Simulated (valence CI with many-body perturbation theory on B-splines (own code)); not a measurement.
# E1 line list for Ge18+

Computed by valence CI with perturbative core correlation (CI+MBPT): four valence electrons over a frozen Dirac-Fock core [Ne], radial functions for each j: 11 s, 11 p, 10 d, 8 f, 5 g, 2 h, with the one-electron correlation potential Σ1 (screened to all orders), the two-electron term Σ2, the three-electron term Σ3, Breit, model QED; selected single and double excitations, second order for the rest, scaled by the run's own slope (own B-spline code, finite nucleus).

No measured spectrum was set against this ion. As an estimate, levels of excited configurations hold to 0.05 to 0.15 % of their energy, terms of the ground configuration to about 0.5 %. Among the levels kept, up to 820 cm⁻¹ of a level comes from second order outside the variational space, and about a tenth of that is noise between levels of different J, which matters for small intervals.

Lines 1 to 50 of 559 in falling wavelength, among levels below 218.40 eV, chosen from the strongest by gf and those to the six lowest levels. Wavelengths and rates use the calculated energies, so an error of 300 cm⁻¹ moves a line at 41.59 nm by 0.12 % and its rate by three times that or more. Electric multipoles are in the length gauge, E1 and E2 with the static RPA response of the core. Weak lines are less certain than strong ones. Lines between different terms over intervals too small for the method are left out, as are lines whose strength nearly cancels. Where a level lies close to another of its J and parity, the split of strength between their lines is uncertain. The highest levels of a list are the least certain.

Names give the largest LS component (configuration and term), which can be under half, so a name can repeat, a term be missing and a line seem to break the LS rules; names also repeat where a configuration has a term twice. Letters in brackets count levels of one name in rising energy.

| λ vac (nm) | Upper | Lower | A (s⁻¹) | S (a.u.) with core polarisation | S without |
| --- | --- | --- | --- | --- | --- |
| 41.59 | 3s.3p3 5S°_2 | 3s2.3p2 1D_2 | 4.62e+06 | 8.19e-04 | 8.46e-04 |
| 36.23 | 3s.3p3 3D°_1 | 3s2.3p2 1S_0 | 1.38e+07 | 9.75e-04 | 1.01e-03 |
| 33.85 | 3p3.3d 3G°_5 | 3s.3p2.3d 3F_4 [c] | 2.24e+09 | 4.72e-01 | 4.88e-01 |
| 33.81 | 3s.3p3 5S°_2 | 3s2.3p2 3P_2 | 6.65e+07 | 6.34e-03 | 6.54e-03 |
| 33.00 | 3p3.3d 3G°_3 | 3s.3p2.3d 3F_2 [c] | 1.36e+09 | 1.69e-01 | 1.75e-01 |
| 31.77 | 3p3.3d 3G°_4 | 3s.3p2.3d 3F_3 [c] | 1.39e+09 | 1.99e-01 | 2.05e-01 |
| 31.73 | 3s.3p3 5S°_2 | 3s2.3p2 3P_1 | 6.81e+07 | 5.36e-03 | 5.54e-03 |
| 30.22 | 3p3.3d 3F°_2 [b] | 3s.3p2.3d 3D_1 [d] | 1.57e+09 | 1.07e-01 | 1.10e-01 |
| 29.80 | 3s.3p3 3D°_1 | 3s2.3p2 1D_2 | 1.62e+08 | 6.33e-03 | 6.54e-03 |
| 29.63 | 3s.3p3 3D°_2 | 3s2.3p2 1D_2 | 3.32e+07 | 2.13e-03 | 2.21e-03 |
| 28.75 | 3s.3p3 3P°_1 | 3s2.3p2 1S_0 | 1.28e+08 | 4.52e-03 | 4.67e-03 |
| 28.52 | 3s.3p3 3D°_3 | 3s2.3p2 1D_2 | 5.74e+08 | 4.60e-02 | 4.75e-02 |
| 27.64 | 3p3.3d 3F°_4 [b] | 3s.3p2.3d 3D_3 [d] | 2.29e+09 | 2.14e-01 | 2.21e-01 |
| 27.42 | 3p3.3d 3G°_4 | 3s.3p2.3d 3F_3 [b] | 1.06e+09 | 9.76e-02 | 1.01e-01 |
| 27.34 | 3p3.3d 3D°_2 [b] | 3s.3p2.3d 3D_3 [c] | 1.84e+09 | 9.28e-02 | 9.58e-02 |
| 27.09 | 3s.3p.3d2 3G°_5 | 3s2.3d2 3F_4 | 9.17e+08 | 9.90e-02 | 1.02e-01 |
| 27.00 | 3s.3p.3d2 3G°_3 [b] | 3s2.3d2 3F_2 | 1.39e+09 | 9.47e-02 | 9.79e-02 |
| 25.69 | 3p3.3d 3P°_1 [a] | 3s.3p2.3d 3P_2 [b] | 3.59e+09 | 9.03e-02 | 9.32e-02 |
| 25.58 | 3s.3p3 3D°_1 | 3s2.3p2 3P_2 | 1.19e+08 | 2.94e-03 | 3.03e-03 |
| 25.57 | 3p4 1D_2 | 3s.3p3 1D°_2 | 5.93e+09 | 2.45e-01 | 2.53e-01 |
| 25.46 | 3s.3p3 3D°_2 | 3s2.3p2 3P_2 | 7.28e+06 | 2.96e-04 | 3.06e-04 |
| 25.45 | 3p3.3d 3P°_2 [b] | 3s.3p2.3d 3D_3 [c] | 2.30e+09 | 9.35e-02 | 9.65e-02 |
| 25.36 | 3p3.3d 3F°_4 [b] | 3s.3p2.3d 3F_4 [c] | 3.16e+09 | 2.29e-01 | 2.36e-01 |
| 25.15 | 3p3.3d 3G°_4 | 3s.3p2.3d 3G_5 | 1.55e+09 | 1.10e-01 | 1.13e-01 |
| 25.07 | 3p3.3d 3G°_3 | 3s.3p2.3d 3G_4 | 1.55e+09 | 8.46e-02 | 8.73e-02 |
| 25.00 | 3p3.3d 1F°_3 [a] | 3s.3p2.3d 1D_2 [b] | 2.37e+09 | 1.28e-01 | 1.32e-01 |
| 24.63 | 3s.3p3 3D°_3 | 3s2.3p2 3P_2 | 2.01e+09 | 1.04e-01 | 1.07e-01 |
| 24.60 | 3p3.3d 3G°_5 | 3s.3p2.3d 3G_5 | 5.52e+09 | 4.46e-01 | 4.60e-01 |
| 24.55 | 3p3.3d 3G°_3 | 3s.3p2.3d 3G_3 | 3.36e+09 | 1.72e-01 | 1.78e-01 |
| 24.55 | 3s.3p3 3P°_1 | 3s2.3p2 1D_2 | 8.47e+07 | 1.85e-03 | 1.92e-03 |
| 24.50 | 3p3.3d 3G°_4 | 3s.3p2.3d 3G_4 | 3.32e+09 | 2.17e-01 | 2.24e-01 |
| 24.44 | 3s.3p3 3P°_2 | 3s2.3p2 1D_2 | 1.26e+08 | 4.55e-03 | 4.70e-03 |
| 24.37 | 3s.3p3 3D°_1 | 3s2.3p2 3P_1 | 2.00e+08 | 4.29e-03 | 4.44e-03 |
| 24.26 | 3s.3p3 3D°_2 | 3s2.3p2 3P_1 | 3.22e+09 | 1.14e-01 | 1.17e-01 |
| 24.17 | 3s.3p.3d2 3F°_3 | 3s.3p2.3d 1D_2 [b] | 2.47e+09 | 1.21e-01 | 1.24e-01 |
| 24.06 | 3p3.3d 1D°_2 [a] | 3s.3p2.3d 1F_3 [a] | 4.90e+09 | 1.69e-01 | 1.74e-01 |
| 23.88 | 3p3.3d 3P°_2 [b] | 3s.3p2.3d 3S_1 | 3.13e+09 | 1.05e-01 | 1.09e-01 |
| 23.75 | 3p3.3d 1G°_4 | 3s.3p2.3d 1F_3 [a] | 6.00e+09 | 3.57e-01 | 3.68e-01 |
| 23.35 | 3p3.3d 1G°_4 | 3s.3p2.3d 1G_4 | 1.07e+10 | 6.06e-01 | 6.25e-01 |
| 23.24 | 3p3.3d 5D°_1 | 3s.3p2.3d 5P_1 | 5.55e+09 | 1.03e-01 | 1.06e-01 |
| 22.94 | 3s.3p2.3d 1F_3 [a] | 3s2.3p.3d 3P°_2 | 2.63e+09 | 1.10e-01 | 1.13e-01 |
| 22.93 | 3p3.3d 1G°_4 | 3s.3p2.3d 3D_3 [a] | 3.78e+09 | 2.03e-01 | 2.09e-01 |
| 22.83 | 3p3.3d 3F°_2 [a] | 3s.3p2.3d 3F_3 [a] | 3.13e+09 | 9.21e-02 | 9.50e-02 |
| 22.80 | 3p3.3d 3F°_4 [b] | 3s.3p2.3d 3D_3 [b] | 4.38e+09 | 2.31e-01 | 2.38e-01 |
| 22.77 | 3p3.3d 5D°_3 | 3s.3p2.3d 3P_2 [a] | 1.98e+09 | 8.09e-02 | 8.35e-02 |
| 22.77 | 3p4 3P_2 | 3s.3p3 3D°_3 | 7.88e+09 | 2.29e-01 | 2.37e-01 |
| 22.71 | 3s.3p2.3d 1D_2 [b] | 3s2.3p.3d 1P°_1 | 3.13e+09 | 9.04e-02 | 9.32e-02 |
| 22.69 | 3p3.3d 5D°_2 | 3s.3p2.3d 5P_2 | 4.83e+09 | 1.39e-01 | 1.44e-01 |
| 22.55 | 3p3.3d 5D°_4 | 3s.3p2.3d 5P_3 | 3.16e+09 | 1.61e-01 | 1.66e-01 |
| 22.51 | 3s.3p3 3D°_1 | 3s2.3p2 3P_0 | 3.91e+09 | 6.60e-02 | 6.81e-02 |
